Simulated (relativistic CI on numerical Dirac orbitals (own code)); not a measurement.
A reference radial Dirac CI calculation of Lu45+ gave the lowest total energy -13047.09656 Ha in 20 SCF steps, from this input:

```
atom Lu  Z=71  charge=45  electrons=26
nucleus A=175  rms_radius_fm=5.3700
hamiltonian dirac-coulomb  breit=on  qed=on  c_scale=1
orbitals kli  potential=per-configuration
slater_scale 1
correlation none
mixing on
grid step=0.0125 r_max=2.8
scf mixing=0.4 start=green max_iterations=150 tolerance=2e-08 node_fill=0.05
configurations
  [Ar] 3d8
  [Ne] 3s2 3p5 3d9
end
```

One setting was then changed, and the output read:

```
SCF 1: [Ar] 3d8
 iter      energy (Ha)   residual   last orbital (Ha)
    1    -12939.767894   6.56e+00   -215.06893
    2    -13027.946718   3.76e+00   -180.78912
    3    -13068.958691   1.83e-01   -140.76747
    4    -13069.148023   1.13e-01   -142.13052
    5    -13069.182723   9.61e-04   -141.09539
    6    -13069.182727   4.98e-04   -141.09040
    7    -13069.182716   2.30e-05   -141.08461
    8    -13069.182716   1.92e-07   -141.08487
    9    -13069.182716   1.39e-07   -141.08487
   10    -13069.182716   4.10e-10   -141.08487
SCF 2: [Ne] 3s2 3p5 3d9
 iter      energy (Ha)   residual   last orbital (Ha)
    1    -12919.815227   6.59e+00   -215.06893
    2    -13009.842581   3.77e+00   -180.56672
    3    -13051.587931   1.88e-01   -140.39313
    4    -13051.793961   1.18e-01   -141.79559
    5    -13051.832288   1.12e-03   -140.72042
    6    -13051.832277   4.41e-04   -140.71365
    7    -13051.832264   2.27e-05   -140.70844
    8    -13051.832265   1.48e-07   -140.70869
    9    -13051.832265   1.48e-07   -140.70869
   10    -13051.832265   3.17e-10   -140.70869
orbital energies (Ha): 2s -483.6748  2p1/2 -466.2045  2p3/2 -424.9376  3s -172.0925  3p1/2 -164.6700  3p3/2 -155.1988  3d3/2 -143.2153  3d5/2 -141.0849
configuration averages (Ha): Dirac-Coulomb, Breit, QED
  3p6 3d8                     -13069.182716    0.000000    9.983862
  3p5 3d9                     -13051.832265    0.000000    9.967804
levels: no., configuration, term, J, E (cm-1), weight
   1 3p6 3d8                3F   4                0.0  0.88
   2 3p6 3d8                1D   2            69031.1  0.49
   3 3p6 3d8                3P   0           218615.6  0.53
   4 3p6 3d8                3F   3           435063.2  1.00
   5 3p6 3d8                3P   2           509211.0  0.51
   6 3p6 3d8                3P   1           545118.3  1.00
   7 3p6 3d8                1G   4           556239.6  0.88
   8 3p6 3d8                3F   2           928326.2  0.58
   9 3p6 3d8                1S   0          1119755.7  0.53
  10 3p5 3d9                3F*  4          3209159.2  1.00
  11 3p5 3d9                1D*  2          3284053.2  0.55
  12 3p5 3d9                3D*  3          3407451.7  0.78
  13 3p5 3d9                1P*  1          3497245.6  0.50
  14 3p5 3d9                3D*  2          3768928.1  0.55
lowest total energy -13061.077910 Ha
end: converged
```

(1) Which setting was changed?
A. Slater scale
B. end of the grid
C. Breit term
D. grid step

## Answers

(1) C. The Breit term off.
